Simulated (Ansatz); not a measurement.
```xyz
9

C    -0.185   -1.153   -0.004
C     0.469    0.166    0.166
Cl    2.095    0.073    0.777
C    -0.010    1.377   -0.082
I    -1.912    1.754   -0.812
H    -1.198   -1.037   -0.387
H     0.390   -1.772   -0.697
H    -0.222   -1.680    0.953
H     0.573    2.271    0.085
```

Charge 0, multiplicity 1. I: def2 effective core potential.

Problem. List the PBE0/def2-TZVPP orbital energies in eV (the Gaussian-basis code of Ansatz). (Best estimate.)

Solution. The calculation gave: Occupied: -2767.81, -280.49, -279.66, -278.64, -259.62, -197.96, -197.74, -197.73, -188.03, -134.01, -133.70, -133.69, -53.11, -53.00, -53.00, -52.73, -52.73, -25.04, -22.05, -20.68, -19.01, -15.33, -13.89, -12.59, -12.55, -11.37, -10.29, -10.20, -9.06, -8.79, -7.73, -6.89. Lowest empty: -0.91, -0.47, 1.00, 1.58, 2.61, 3.20, 3.28, 3.49.
